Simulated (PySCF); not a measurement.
C2H6ClFOSi, SMILES C[C@H](O)[Si@H](F)Cl. Geometry optimised at PBE0-D3(BJ)/def2-SVP. The structure was generated by enumeration; whether it is a known compound was not checked. The values are those of a single conformer.

Question: Give the equilibrium geometry at PBE0-D3(BJ)/def2-SVP (PySCF confirms it by a frequency run) as bond lengths and angles. (The exact figures need the calculation; the answer reports its results.)

Answer: Several could match; the one computed here: 
Atoms: C1 C2 O3 Si4 F5 Cl6 H7 H8 H9 H10 H11 H12. Bond lengths (Å): C1–C2 1.522, C1–H7 1.101, C1–H8 1.103, C1–H9 1.102, C2–O3 1.408, C2–Si4 1.882, C2–H10 1.113, O3–H11 0.964, Si4–F5 1.618, Si4–Cl6 2.054, Si4–H12 1.485. Angles (°): C2–C1–H7 110.5, C2–C1–H8 110.6, C2–C1–H9 111.8, H7–C1–H8 108.0, H7–C1–H9 108.5, H8–C1–H9 107.2, C1–C2–O3 112.8, C1–C2–Si4 111.6, C1–C2–H10 108.8, O3–C2–Si4 106.7, O3–C2–H10 111.3, Si4–C2–H10 105.3, C2–O3–H11 108.4, C2–Si4–F5 110.1, C2–Si4–Cl6 109.8, C2–Si4–H12 112.0, F5–Si4–Cl6 108.3, F5–Si4–H12 107.6, Cl6–Si4–H12 109.0.
Charge 0, spin multiplicity 1.
